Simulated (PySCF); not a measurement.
**Stationary points of SeI₃⁻**

Computed with PBE0/[Se def2-SVPD, I def2-SVPD with ECP28], scalar-relativistic core potentials, density fitting, no spin–orbit coupling, PySCF.

Relaxations began from a few typed shapes. The search is not exhaustive: other isomers or separated fragments can lie lower, and high-lying points may rest on an excited occupation.

| spin | group | bonds | angles | imaginary modes (cm⁻¹) | ΔE (kJ/mol) | ΔE with ZPE (kJ/mol) |
| --- | --- | --- | --- | --- | --- | --- |
| singlet | C2v | Se–I 2.571 Å, Se–I 2.822 Å (×2) | I–Se–I 100.9° (×2), I–Se–I 158.1° | none | 0.0 | 0.0 |
| singlet | D3h | Se–I 2.740 Å (×3) | I–Se–I 120.0° (×3) | none | 2.8 | 2.3 |

The lowest minimum found is the singlet C2v: Se–I 2.571 Å, Se–I 2.822 Å (×2); I–Se–I 100.9° (×2), I–Se–I 158.1°.

Counting electrons, selenium keeps 4 of its valence electrons outside its bonds, so the VSEPR class is AX3E2 and the expected shape is T-shaped (C2v), as computed.

For the lowest minimum: the lowest empty level of this anion is unbound, so it and the gap depend on the basis.
